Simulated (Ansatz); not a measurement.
Reaction (SMILES): [AsH2] (AsH2) → [AsH2-] (an electron is taken up)
B3LYP-D3(BJ)/def2-TZVP geometries, fixed; electronic energies without zero-point terms; positive where energy is released.

Basis-set convergence of the adiabatic electron affinity at PBE0 with Ansatz (an electronic-structure program). Cartesian d functions, on some or all atoms, in 6-31G*, 6-31G**; all else is spherical. The program fits the integrals of some runs and decomposes those of others, by size. Open shells are unrestricted. No added dispersion term, no relativity. Functions are those of the species that has most. Reference: the value in aug-cc-pV5Z, 1.199 eV, itself unsure by roughly 0.036 eV (its mean distance from aug-pcseg-3, aug-cc-pVQZ, def2-QZVPPD). Deviations are taken from unrounded values.

```tsv
basis	functions	adiabatic electron affinity (eV)	minus reference (eV)
STO-3G	20	-3.895	-5.094
pcseg-0	26	0.537	-0.662
def2-SV(P)	36	0.592	-0.608
cc-pVDZ	37	0.619	-0.580
pcseg-1	37	0.739	-0.460
6-31G*	39	0.790	-0.409
def2-SVP	42	0.598	-0.601
6-31G**	45	0.796	-0.403
def2-SVPD	54	0.768	-0.431
def2-TZVPD	72	0.951	-0.248
aug-cc-pVTZ	105	1.197	-0.002
aug-pcseg-2	105	1.202	0.003
cc-pVQZ	128	1.083	-0.116
```
